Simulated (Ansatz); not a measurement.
The same molecule with X = Ti, Zr, Hf. Ansatz, PBE0-D4/def2-TZVP geometries, multiplicity 1. Each molecule was computed in one conformer, which needn't be the lowest.

Elements past krypton have def2 core potentials. Scalar relativity is left out up to krypton.

```
 X                  molecule  mean X–F bond length / Å  mean X–O bond length / Å  HOMO energy (B3LYP/def2-TZVPP) / eV  LUMO energy (ωB97M-V/def2-TZVPP) / eV  HOMO–LUMO gap (PBE0/def2-TZVPP) / eV
Zr  `[OH][Zr]([OH])([F])[F]`                     1.913                     1.910                                -9.33                                   0.47                                  9.22
Hf  `[OH][Hf]([OH])([F])[F]`                     1.915                     1.911                                -9.30                                   0.78                                  9.23
```

**Question.** Give the row for X = Ti, `[OH][Ti]([OH])([F])[F]`. (An estimate is asked.)

**Answer.** The calculation gave: 
```csv
X,molecule,mean X–F bond length / Å,mean X–O bond length / Å,HOMO energy (B3LYP/def2-TZVPP) / eV,LUMO energy (ωB97M-V/def2-TZVPP) / eV,HOMO–LUMO gap (PBE0/def2-TZVPP) / eV
Ti,`[OH][Ti]([OH])([F])[F]`,1.760,1.778,-9.67,0.20,7.81
```

From Ti to Hf the mean X–F bond length rises at each step, by 0.155 Å in all; the mean X–O bond length rises at each step, by 0.133 Å in all; the HOMO energy (B3LYP/def2-TZVPP) rises at each step, by 0.37 eV in all; the LUMO energy (ωB97M-V/def2-TZVPP) rises at each step, by 0.58 eV in all; the HOMO–LUMO gap (PBE0/def2-TZVPP) rises at each step, by 1.42 eV in all.

B3LYP here is the variant with VWN-RPA as its local correlation; programs differ in this.
